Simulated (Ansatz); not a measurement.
A made-up structure of B₂SiH₄O, singlet:

```
8
angstrom
B -1.2799 0.7736 -0.4663
B 0.1790 0.1234 -0.6840
Si 1.1018 -0.8205 0.8254
O 0.8618 -2.2907 1.1356
H -1.4160 1.9066 -0.0961
H -2.2783 0.1272 -0.6133
H 0.5902 -1.0544 2.1292
H 2.0401 0.0376 1.6133
```

It is relaxed with PBE-D4/def2-SVP and then PBE0-D4/def2-TZVP (Ansatz 0.2.0). Atoms count as bonded within 1.22 times the sum of their covalent radii (H–H: 0.88 Å). The end point is not checked to be a true minimum.

Task: Does its bonding change? (Judge from chemistry; the calculation decides.)

Result: Computed: Yes. Formed: O4–H7; broken: Si3–H7.

Where it ends: The first stage lowers the energy by 4.01 eV in 24 steps. It ends as B₂SiH₄O ([BH2][B][SiH][OH]):
```csv
atom,x (Å),y (Å),z (Å)
B1,-1.4492,1.0182,-0.4634
B2,-0.2542,0.2767,0.2144
Si3,1.1973,-0.5593,1.0090
O4,1.2135,-2.0326,1.7126
H5,-1.3193,2.1110,-0.9446
H6,-2.5403,0.5180,-0.5254
H7,0.3974,-2.5372,1.7309
H8,2.5538,0.0080,1.1101
```

Labels in which every atom is bracketed show which atoms are joined, not bond orders.

For scale, one of the runs: PBE0-D4/def2-TZVP relaxation, 154 basis functions, launched by `ansatz run in.yaml --threads 2 --pin off --events-out ev --progress --plain --max-ram 4352MiB`. Hardware: 2 CPU threads of an Intel Xeon Platinum 8488C, shared host. Wall time about 19 s.
